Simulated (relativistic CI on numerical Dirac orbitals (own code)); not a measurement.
# Energy levels of Kr³⁺

Calculated at this level of theory: Dirac-Coulomb-Breit CI, separate exchange-only KLI orbitals for each configuration, model QED (radiative potential, 1s self-energy scaled to tabulated hydrogen-like ionisation energies), valence Slater integrals scaled by 0.85, P86 correlation energy added to each configuration (own radial code, finite nucleus).

CI space (outside the closed core [Ar] 3d10): 4s2.4p3, 4s.4p4, 4s2.4p2.4d, 4p5, 4s2.4p2.4f, 4s.4p3.4d, 4s2.4p2.5s, 4s2.4p2.5p, 4s.4p3.4f, 4s2.4p2.5d, 4s2.4p2.6s, 4s2.4p2.6p, 4s2.4p2.5f, 4s2.4p2.6d, 4s2.4p2.5g, 4s2.4p2.7s, 4s2.4p2.7p, 4s.4p3.5s, 4s2.4p2.6f, 4p4.4d, 4s2.4p.4d.4f, 4s.4p2.4d2, 4s.4p3.5p, 4s.4p3.5d, 4s.4p3.6s, 4s.4p3.6p, 4s.4p2.5p2, 4s2.4p.4d.5p, 4s2.4p.4d2, 4s2.4d3, 4s2.4d2.4f, 4s.4p.4d3, 4s2.4d2.5s, 4s2.4d2.5p, 4s2.4p.4f2, 4s2.4d.4f2, 4s2.4f3, 4s.4p.4d.4f2, 4s2.4f2.5s, 4s2.4f2.5p, 4p3.4d2, 4p2.4d3, 4p2.4d2.4f, 4p2.4d2.5s, 4p2.4d2.5p, 4s2.4p.4d.5s, 4s2.4d.4f.5s, 4s.4p.4d2.5s, 4s2.4d.5s2, 4s2.4d.5s.5p, 4s.4p2.5s.5p, 4s.4p.4d.5s.5p, 4s.4p.4f.5s.5p, 4p2.4d.5s.5p, 4s.4p.5s2.5p, 4s.4p.5s.5p2, 4s2.4p.5s2, 4s2.4f.5s2, 4s.4p.4d.5s2, 4s2.5s2.5p. Double excitations out of closed p, d and f shells are left out; levels of such configurations are missing from the list, as are those of other unlisted configurations, and high levels can miss mixing partners. These lack a partner that the ground configuration has and come out too high: 4s.4p3.4f, 4s2.4p2.5d, 4s2.4p2.6s, 4s2.4p2.6p, 4s2.4p2.5f.

The lowest level is 4s2.4p3 4S°_3/2, with 95 % of that term; Hund's rules for 4s2.4p3 give 4S° with J = 3/2, in agreement.

```csv
No.,Configuration,Term,J,E (cm⁻¹),%,Landé g,Lifetime (s)
1,4s2.4p3,4S°,3/2,0.0,95,1.985,
2,4s2.4p3,2D°,3/2,16970.7,87,0.863,3.53e-01
3,4s2.4p3,2D°,5/2,18657.2,97,1.200,5.60e+00
4,4s2.4p3,2P°,1/2,30144.5,97,0.666,6.48e-02
5,4s2.4p3,2P°,3/2,32478.0,85,1.287,2.69e-02
6,4s.4p4(3P),4P,5/2,120256.4,88,1.597,2.46e-09
7,4s.4p4(3P),4P,3/2,123788.8,88,1.731,2.31e-09
8,4s.4p4(3P),4P,1/2,125412.4,87,2.663,2.20e-09
9,4s.4p4(1D),2D,3/2,147651.4,74,0.811,1.20e-09
10,4s.4p4(1D),2D,5/2,148500.1,75,1.205,1.36e-09
11,4p2(3P).4d,2P,3/2,165882.5,60,1.322,7.70e-10
12,4p2(3P).4d,2P,1/2,168162.4,43,1.001,5.79e-10
13,4s.4p4(1S),2S,1/2,174323.4,57,1.652,6.38e-10
14,4p2(3P).4d,4F,3/2,175172.8,92,0.439,1.31e-08
15,4p2(3P).4d,4F,5/2,176477.3,88,1.060,1.18e-08
16,4p2(3P).4d,4F,7/2,178555.1,89,1.253,3.77e-08
17,4p2(3P).4d,4F,9/2,181210.6,95,1.328,1.43e-01
18,4p2(1D).4d,2F,5/2,181577.0,58,1.050,5.55e-09
19,4p2(3P).4d,4D,1/2,182240.2,95,0.023,4.66e-09
20,4p2(3P).4d,4D,3/2,182559.2,91,1.169,3.24e-09
21,4p2(3P).4d,4D,7/2,182792.0,56,1.311,2.27e-07
22,4p2(3P).4d,4D,5/2,184541.3,53,1.149,2.90e-09
23,4p2(1D).4d,2F,7/2,188634.7,60,1.240,2.08e-08
24,4p2(1D).4d,2G,7/2,200358.1,94,0.897,3.74e-09
25,4p2(1D).4d,2G,9/2,201085.2,95,1.117,4.60e-02
26,4p2(3P).4d,4P,5/2,203221.3,83,1.589,2.68e-11
27,4p2(3P).4d,4P,3/2,204785.9,79,1.705,2.63e-11
28,4p2(3P).4d,4P,1/2,205425.4,72,2.608,2.52e-11
29,4p2(3P).4d,2D,3/2,207068.8,48,1.053,5.60e-11
30,4p2(3P).4d,2D,3/2,209016.3,42,1.098,6.51e-11
31,4p2(3P).5s,4P,1/2,209568.2,77,2.485,3.15e-09
32,4p2(1D).4d,2P,1/2,212142.8,48,0.726,3.40e-11
33,4p2(3P).5s,4P,3/2,212581.5,90,1.711,9.01e-10
34,4p2(3P).4d,2D,5/2,213007.9,88,1.196,1.05e-10
35,4p2(3P).5s,2P,1/2,215432.4,72,0.856,2.07e-10
36,4p2(3P).5s,4P,5/2,216038.7,87,1.557,2.35e-10
37,4p2(3P).5s,2P,3/2,219340.4,66,1.264,1.03e-10
38,4p2(1D).4d,2D,5/2,219651.3,70,1.186,4.28e-11
39,4p2(1D).4d,2D,3/2,219956.4,63,0.893,3.25e-11
40,4p2(3P).4d,2F,5/2,221397.0,71,0.945,2.54e-11
41,4p2(3P).4d,2F,7/2,222546.5,92,1.141,2.54e-11
42,4p2(1D).4d,2P,1/2,224208.8,56,0.846,2.99e-11
43,4p2(1D).4d,2P,3/2,227211.4,55,1.227,3.40e-11
44,4p2(1D).4d,2S,1/2,227832.8,58,1.821,3.10e-11
45,4p2(1D).5s,2D,5/2,230867.2,79,1.217,4.89e-10
46,4p2(1D).5s,2D,3/2,231515.7,75,0.910,1.10e-10
47,4p2(1S).4d,2D,5/2,232309.3,70,1.166,2.72e-11
48,4p2(1S).4d,2D,3/2,232996.8,90,0.803,3.06e-11
49,4p2(3P).5p,2S°,1/2,243580.1,54,1.383,7.58e-10
50,4p2(3P).5p,4D°,1/2,246144.1,66,0.655,7.06e-10
51,4p2(3P).5p,4D°,3/2,246842.3,81,1.259,6.52e-10
52,4p2(1S).5s,2S,1/2,248450.7,90,1.997,4.06e-10
53,4p2(3P).5p,4D°,5/2,249828.1,90,1.383,6.42e-10
54,4p2(3P).5p,2D°,3/2,250504.0,33,1.381,6.84e-10
55,4p2(3P).5p,4P°,1/2,252106.5,88,2.535,6.39e-10
56,4p2(3P).5p,2D°,3/2,252632.3,58,1.250,6.99e-10
57,4p2(3P).5p,4D°,7/2,253086.5,93,1.413,6.37e-10
58,4p2(3P).5p,4P°,5/2,253279.5,47,1.390,7.11e-10
59,4p2(3P).5p,4S°,3/2,255223.2,48,1.812,5.84e-10
60,4p2(3P).5p,2D°,5/2,257930.0,51,1.343,7.45e-10
61,4p2(3P).5p,2P°,3/2,258969.8,85,1.283,8.14e-10
62,4p2(3P).5p,2P°,1/2,259516.0,86,0.746,8.26e-10
63,4s.4p3(4S°)<5S°>.4d,6D°,1/2,265104.5,99,3.332,5.23e-08
64,4s.4p3(4S°)<5S°>.4d,6D°,3/2,265169.4,99,1.866,5.48e-08
65,4s.4p3(4S°)<5S°>.4d,6D°,5/2,265268.5,99,1.656,6.89e-08
66,4s.4p3(4S°)<5S°>.4d,6D°,7/2,265400.2,98,1.586,1.31e-07
67,4s.4p3(4S°)<5S°>.4d,6D°,9/2,265587.4,99,1.555,5.23e-07
68,4p2(1D).5p,2F°,5/2,266578.0,59,1.007,6.78e-10
69,4p2(1D).5p,2D°,3/2,267548.7,76,0.930,6.97e-10
70,4p2(1D).5p,2F°,7/2,267965.6,93,1.159,6.88e-10
```

Energies count from the lowest computed level; ° marks odd parity; lifetimes are radiative, by E1, M1, E2 decay to levels of this space only. Percentages are summed over parent terms; the parents shown are those of the largest component, closed shells are left out there, and <> holds an intermediate term.

The mean weight of the leading LS term, summed over parents, in these 70 levels is 76 %, and that of the leading jj configuration (from the same eigenvectors) 53 %, so LS coupling describes them better.

For a near-neutral ion this model can misplace configurations by up to about 10,000 cm⁻¹ (more where the count of f electrons changes) and terms by 10 to 25 % of their spread. Rates follow the energies as ν³ (E1, M1) or ν⁵ (E2), so they and the lifetimes can be off by large factors. The fine structure of a lone outer electron comes out too small, for d and f at times inverted, and misplaced configurations move strength between like terms. 53 of the 69 excited levels that our extract of the measured tables holds in this range could be paired (the sources list more); they are missed by 4874 cm⁻¹ on average and 10340 at most, and levels without a partner can miss by more.

LS names give the leading component of a level, which can be under half, so a name can repeat, a term be missing and a line seem to break the LS rules.
